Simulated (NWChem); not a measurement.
System: C₄H₄ClF; SMILES F[C@H]1C=C(Cl)C1

```xyz
10

F      0.0792     2.5498     0.4600
C      0.0320     1.5010    -0.4166
C      1.0325     0.3985    -0.1925
C      0.0505    -0.5017    -0.0395
Cl     0.0274    -2.1980     0.1403
C     -1.0941     0.4673    -0.1400
H      0.0169     1.9139    -1.4406
H      2.1213     0.3534    -0.2164
H     -1.6158     0.6677     0.8075
H     -1.8263     0.2920    -0.9440
```
Atoms are numbered in this order, from 1.

Results from NWChem. Pople sets run with spherical d functions. All runs use the structure optimised with PBE0/def2-SVP.

### Question
Taking PBE/6-311G** as the yardstick, which of these has the fewest basis functions while keeping “dipole (D)” within 0.2 D of it: PBE/STO-3G; PBE/6-31G*; PBE/3-21G; PBE/6-31+G*?

### Answer
PBE/3-21G.
| level | basis functions | dipole (D) | relative time (rough) |
|---|---|---|---|
| PBE/STO-3G | 38 | 1.34 | 1 |
| PBE/3-21G | 66 | 1.11 | 1 |
| PBE/6-31G* | 96 | 1.01 | 4 |
| PBE/6-31+G* | 120 | 1.24 | 6 |
| PBE/6-311G** | 140 | 1.11 | 8 |

The yardstick is one finite set, not the basis-set limit.
